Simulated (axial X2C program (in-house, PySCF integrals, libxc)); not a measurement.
Worked dissociation energy of PbC: LDA, without spin–orbit coupling

All values were computed with an axial X2C code built on PySCF integrals. Spin-free means the one-electron spin-free X2C Hamiltonian. Basis: Pb dyall-cv3z [12s14p10d7f1g], C dyall-v3z [7s6p2d1f] (cores contracted in-house); Gaussian nuclei, density fitting, unrestricted open shells. Masses: Pb 207.977 u, C 12.000 u.

Molecular state: M_S = 1, Λ = 1 (beyond evenly filled blocks: σα, π+α, π+β, π-α).

| Quantity | Value |
| --- | --- |
| E(Pb) (2M_S = 2, M_L = 1) | -20873.724808 hartree |
| E(C) (2M_S = 2, M_L = 0) | -37.485014 hartree |
| E(PbC) at Re | -20911.356242 hartree |
| ωe | 631.7 cm⁻¹ |
| ωexe | 3.75 cm⁻¹ |

Question: Work out De and D0.

Answer: De = -20873.724808 + (-37.485014) − (-20911.356242) = 0.14642 hartree = 3.984 eV. The zero-point energy is ωe/2 − ωexe/4 = 315 cm⁻¹ = 0.039 eV, so D0 = 3.945 eV.

Occupations by symmetry block were frozen at the best pattern of an incomplete PBE0 search. Dissociation energies refer to the lowest single-determinant-based atoms at the same level and basis. Other states lie close and PBE0, whose exact exchange favours high spin, may order them wrongly; the determinant shown need not be the ground state. The nearest other spin-free determinant of the search, M_S = 1, Λ = 0, lies 0.16 eV up at the distance of the search. Without a current term, density functionals place determinants with orbital angular momentum somewhat too high. The determinant is spin-polarised beyond a pure state at some levels (its spin-free form has ⟨S²⟩ too high), which makes Re and μ there less reliable. Spin–orbit coupling changes these values markedly for this molecule (Re by over 0.02 Å or De by over 0.25 eV), so the spin-free numbers are a model. Spin-free De lacks the spin–orbit lowering of the heavy p-block atom, a tenth of an eV or more for 4p and 5p, up to an eV for 6p and one to two eV for 7p atoms, less what an open-shell molecule gains itself.

LDA overbinds, often by about an eV.

Each atomic determinant is the lowest at this level and need not be a pure term. Totals compare only within one Hamiltonian and basis.
